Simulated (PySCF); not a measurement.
**Potential energy of SeH along the bond**

Set-up: PySCF, scalar-relativistic core potentials, basis sets H cc-pVTZ, Se cc-pVTZ-PP with ECP10. Energies in eV from H + Se in their ground configurations at the same level. All curves are PBE0. state 1: ²Π (doublet), unpaired electrons π ↑; state 2: quartet, unpaired electrons σ ↑, π ↑↑, a second solution, started from another occupation.

```json
{"R (Å)": "1.266", "state 1": "-2.678", "state 2": "3.4579"}
{"R (Å)": "1.325", "state 1": "-3.024", "state 2": "2.7654"}
{"R (Å)": "1.384", "state 1": "-3.222", "state 2": "2.2124"}
{"R (Å)": "1.428", "state 1": "-3.295", "state 2": "1.8707"}
{"R (Å)": "1.472", "state 1": "-3.317", "state 2": "1.5791"}
{"R (Å)": "1.516", "state 1": "-3.296", "state 2": "1.3302"}
{"R (Å)": "1.575", "state 1": "-3.218", "state 2": "1.0542"}
{"R (Å)": "1.649", "state 1": "-3.058", "state 2": "0.7804"}
{"R (Å)": "1.737", "state 1": "-2.804", "state 2": "0.5336"}
{"R (Å)": "1.855", "state 1": "-2.408", "state 2": "0.3074"}
```

Task: Put a parabola through the three lowest points of the state 1 curve and estimate Re, k and ωe (reduced mass 0.9953 u; 1 eV/Å² = 0.16022 mdyn/Å; ωe = 1302.8·√(k/μ) cm⁻¹).

Result: Through R = 1.428, 1.472, 1.516 Å the second-order coefficient is 11.1 eV/Å², so Re ≈ 1.473 Å, k ≈ 3.56 mdyn/Å and ωe ≈ 2463 cm⁻¹. A polynomial fit of higher order to the unrounded PBE0 energies gives Re = 1.471 Å, k = 3.44 mdyn/Å, ωe = 2422 cm⁻¹; anharmonicity and rounding make the difference.

The higher-order fit for each curve: state 1: Re = 1.471 Å, ωe = 2422 cm⁻¹, De = 3.32 eV. State 2 gave no clean fit.

Spin–orbit coupling is left out. The state is the lowest determinant that a PBE0 search found; another state may lie lower at other levels.
